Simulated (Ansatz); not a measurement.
H$_{11}$NSi$_{4}$ (`[SiH3][SiH2]N[SiH2][SiH3]`) from Hartree–Fock to CCSD(T)

Z-matrix (Å, degrees):
```
Si
Si 1 2.343
H 1 1.488 2 110.9
H 1 1.488 2 110.7 3 121.1
H 1 1.491 2 109.7 3 -119.6
N 2 1.729 1 110.5 3 174.2
H 2 1.493 1 108.8 3 49.5
H 2 1.488 1 110.4 3 -67.9
Si 6 1.732 2 129.3 1 137.9
H 6 1.011 2 115.4 1 -48.5
Si 9 2.342 6 111.6 2 -15.6
H 9 1.494 6 112.1 2 106.0
H 9 1.491 6 109.5 2 -136.4
H 11 1.487 9 112.1 6 65.8
H 11 1.490 9 107.0 6 -175.6
H 11 1.487 9 111.8 6 -56.8
```

The species carries charge 0 and has multiplicity 1. The structure was optimised at the PBE0-D4/def2-TZVP level. It is one conformer, not always the lowest. Frozen core, restricted reference, the Gaussian-basis code of Ansatz. CBS rows extrapolate triple and quadruple zeta; past MP2 they add the triple-zeta difference.

```json
{"basis": "def2-SVP", "HF (Eh)": "-1216.20634", "MP2 corr.": "-0.57375"}
{"basis": "def2-TZVPP", "HF (Eh)": "-1216.69032", "MP2 corr.": "-0.71917"}
{"basis": "def2-QZVPP", "HF (Eh)": "-1216.72951", "MP2 corr.": "-0.77137"}
```

Task: Estimate the CCSD correlation energy and the (T) correction in each basis where they were run (hartree).

Result: 
```csv
basis,CCSD corr.,(T)
def2-SVP,-0.66604,-0.01780
def2-TZVPP,-0.80835,-0.02916
CBS(def2),-0.89921,as TZ
```
